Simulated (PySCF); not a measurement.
**Simulated absorption spectrum**

Compound: C3H9NSi.
Numbering: `[CH3:1][CH2:2]/[CH:3]=[N:4]\[SiH3:5]` (hydrogens: H6, H7, H8 on C1; H9, H10 on C2; H11 on C3; H12, H13, H14 on Si5)

The calculation used TDDFT wB97X-D/def2-SVPD, vertical, gas phase, core orbitals frozen in the response in PySCF. Isolated species at its GFN2-xTB geometry (one conformer only). Torsions of this conformer, `[CH3:1][CH2:2]/[CH:3]=[N:4]\[SiH3:5]`: C1–C2–C3–N4 126°.

Broadening: Gaussians 0.5 eV wide at half height, area fixed by f = 4.319×10⁻⁹ ∫ε dν̃. The cross-section is σ = 3.8235×10⁻²¹ ε cm², given in Mb (10⁻¹⁸ cm²). The width is an assumption, not a result. The curve ends short of the highest state used, and states not computed would add to its high-energy end.

```tsv
E (eV)	σ (Mb)
3.48	0.00
3.55	0.00
3.63	0.00
3.70	0.00
3.77	0.01
3.85	0.02
3.92	0.04
4.00	0.06
4.07	0.08
4.14	0.10
4.22	0.11
4.29	0.10
4.36	0.09
4.44	0.06
4.51	0.04
4.58	0.03
4.66	0.01
4.73	0.01
4.80	0.00
4.88	0.00
4.95	0.00
5.02	0.00
5.10	0.00
5.17	0.00
5.24	0.00
5.32	0.00
5.39	0.00
5.46	0.00
5.54	0.00
5.61	0.00
5.69	0.01
5.76	0.04
5.83	0.10
5.91	0.26
5.98	0.53
6.05	0.96
6.13	1.65
6.20	2.37
6.27	3.04
6.35	3.54
6.42	3.63
6.49	3.37
6.57	2.87
6.64	2.55
6.71	2.70
6.79	3.82
6.86	5.86
6.93	8.86
7.01	13.13
7.08	17.17
7.15	21.34
7.23	26.94
7.30	34.07
7.38	46.98
7.45	63.41
7.52	83.36
```

(1) Locate the maxima and give the states behind the curve.

(2) On this curve, what absorbance would a 10⁻⁵ mol/L sample give at 193 nm over a 1 cm path?

(3) Coming from long wavelengths, where does ε first pass 100 L mol⁻¹ cm⁻¹?

## Answers

(1) 293 nm (4.23 eV), ε about 28, made up of S1 (100%); 194 nm (6.40 eV), ε about 950, made up of S2 (99%) (ε in L mol⁻¹ cm⁻¹; maxima over ε = 5, shares over 10%). At its high-energy end, 7.52 eV, the curve is still rising (ε about 22000, from S5 and S6). The states used: S1 4.23 eV (f 0.0005); S2 6.40 eV (f 0.018); S3 7.17 eV (f 0.071); S4 7.33 eV (f 0.023); S5 7.66 eV (f 0.142); S6 7.74 eV (f 0.432); S7 7.88 eV (f 0.024); S8 8.12 eV (f 0.0052).

(2) 193 nm is 6.424 eV, where ε is about 950 L mol⁻¹ cm⁻¹, so A = ε c l ≈ 0.0095 (Beer–Lambert, with the gas-phase spectrum and the assumed width).

(3) At about 208 nm (5.95 eV), 1.72 eV above S1.
